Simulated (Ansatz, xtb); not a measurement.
C4H7BF2O2: which of two structures lies lower

Structure a: a singlet given by its coordinates. Structure b: `C[C@H](CB(F)F)C(=O)O`, a singlet. Both are isolated molecules in the gas phase, relaxed with B3LYP-D3(BJ)/def2-SVP; the shapes shown needn't be the lowest conformers.

a (Å):

```xyz
16

C    -0.7442    0.2913   -0.5141
C     0.7696    0.1172   -0.3865
C     1.5115   -0.3675   -1.6436
C     1.1884   -0.8534    0.6904
B     2.9026   -1.0005   -1.1751
F     3.3281   -2.1662   -1.6887
F     3.8729   -0.1617   -0.7508
O     2.1882   -1.5482    0.5387
O     0.4608   -0.9056    1.7923
H    -1.2251   -0.6577   -0.7994
H    -0.9673    1.0301   -1.2976
H    -1.1964    0.6372    0.4270
H     1.2094    1.0797   -0.0592
H     1.6628    0.4626   -2.3508
H     0.9024   -1.1308   -2.1565
H     0.8689   -1.5500    2.3984
```

Close contacts (Å): C1–C2 1.53, C2–C3 1.54, C2–C4 1.51, C3–B5 1.60, C4–O8 1.23, C4–O9 1.32, B5–F6 1.34, B5–F7 1.35, B5–O8 1.94, C1–H10 1.10, C1–H11 1.10, C1–H12 1.10, C2–H13 1.11, C3–H14 1.10, C3–H15 1.10, O9–H16 0.97.

b (Å):

| atom | x (Å) | y (Å) | z (Å) |
| --- | --- | --- | --- |
| C | 0.2568 | -0.9007 | -1.2970 |
| C | 0.7747 | -0.6312 | 0.1136 |
| C | -0.2445 | 0.0836 | 1.0252 |
| C | 2.0852 | 0.1376 | 0.0727 |
| B | 0.2781 | 0.3002 | 2.4912 |
| F | 0.1604 | 1.4585 | 3.1264 |
| F | 0.7285 | -0.7238 | 3.2084 |
| O | 2.8063 | 0.2846 | -0.8776 |
| O | 2.3827 | 0.6563 | 1.2932 |
| H | -0.0172 | 0.0405 | -1.7988 |
| H | 1.0220 | -1.3949 | -1.9115 |
| H | -0.6361 | -1.5426 | -1.2595 |
| H | 1.0348 | -1.5953 | 0.5906 |
| H | -1.1585 | -0.5351 | 1.0786 |
| H | -0.5434 | 1.0447 | 0.5758 |
| H | 3.2307 | 1.1278 | 1.2289 |

Problem. Which of the two would you expect CCSD(T)/def2-SVP + ΔMP2/def2-TZVPP electronic energies to favour?

Solution. Structure a; the calculation gives E(b) − E(a) = +2.7 kcal/mol.

Level by level:

| level | geometry | E(b) − E(a) (kcal/mol) | departure from the last row (kcal/mol) | job, with rough time for the two |
| --- | --- | --- | --- | --- |
| B3LYP-D3(BJ)/def2-SVP | B3LYP-D3(BJ)/def2-SVP | +3.0 | +0.3 | optimisation, 52 s |
| HF/def2-SVP | B3LYP-D3(BJ)/def2-SVP | +1.3 | −1.4 | part of the CCSD(T) run |
| MP2/def2-SVP | B3LYP-D3(BJ)/def2-SVP | +2.2 | −0.5 | part of the CCSD(T) run |
| CCSD(T)/def2-SVP | B3LYP-D3(BJ)/def2-SVP | +2.2 | −0.4 | single point |
| CCSD(T)/def2-SVP + ΔMP2/def2-TZVPP | B3LYP-D3(BJ)/def2-SVP | +2.7 |  | single point, 73 s |

None of the levels shown reverses the order. The largest departure from CCSD(T)/def2-SVP + ΔMP2/def2-TZVPP is that of HF/def2-SVP, 1.4 kcal/mol. Levels run at GFN2-xTB geometries aren't shown. The last row adds to CCSD(T) the change of the MP2 difference between the two basis sets, here +0.4 kcal/mol.

With thermal terms from frequencies at re-optimised GFN2-xTB minima (ideal gas, soft modes damped towards free rotors, one conformer each, 298.15 K, 1 atm): the zero-point term adds −0.6 kcal/mol; ΔH is +2.5 and ΔG +1.4 kcal/mol.

The correlated steps freeze 9 core orbitals. Mirror images aren't counted in ΔG. Programs: Ansatz 0.2.0, xtb 6.7.1; the last row on 4 threads of AMD EPYC 9R45 96-Core Processor (Zen 5) on a shared host.
